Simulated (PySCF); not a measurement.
Si(NH2)2 (H4N2Si), SMILES N[Si]N (connectivity only; charge and spin as stated), neutral, multiplicity 1. The structure is a stationary point at B3LYP-D3(BJ)/def2-TZVP. The values are those of a single conformer.

TDA-ωB97X/def2-SVPD run with PySCF puts the lowest singlet excitations at 5.47, 6.44, 6.94, 6.98, 7.16, 7.31 eV.

Question: What are the lowest excitation roots from ADC(2)/aug-cc-pVDZ run with PySCF? (The exact figures need the calculation; the answer reports its results.)

Answer: 5.32, 5.85, 5.89, 6.08, 6.21, 6.48 eV. S1 differs by -0.15 eV (second minus first; roots are paired by order, and the bases may differ).
